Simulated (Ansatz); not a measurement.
(LiOH)2 ring (Li₂O₂H₂). The state is a singlet with charge 0. Geometry PBE0-D4/def2-TZVP, basis def2-TZVP, Ansatz.

```xyz
6

Li    0.345   -0.394    0.990
O     1.039   -0.632   -0.614
Li   -0.345    0.394   -0.990
O    -1.039    0.632    0.614
H     1.764   -1.073   -1.043
H    -1.764    1.073    1.043
```

```
run  HOMO (eV)  LUMO (eV)
  A      -5.31      -0.14
  B      -8.17       0.22
  C      -6.62      -0.21
  D      -9.13       0.41
  E      -9.54       1.03
  F      -8.22       0.11
```

LC-ωPBE has ω = 0.4 bohr⁻¹.

Q: The runs used BHLYP, CAM-B3LYP, LC-ωPBE, PBE0, r2SCAN, ωB97M-V. Estimate which is which.

A: A r2SCAN (0 % exact exchange); B CAM-B3LYP (range-separated); C PBE0 (25 % exact exchange); D ωB97M-V (range-separated); E LC-ωPBE (range-separated); F BHLYP (50 % exact exchange). Exact exchange lowers occupied and raises empty levels; among semilocal functionals meta-GGAs tend to open the gap a little, and such runs are hard to tell apart. The gap grows from 5.16 eV (r2SCAN) to 10.57 eV (LC-ωPBE).
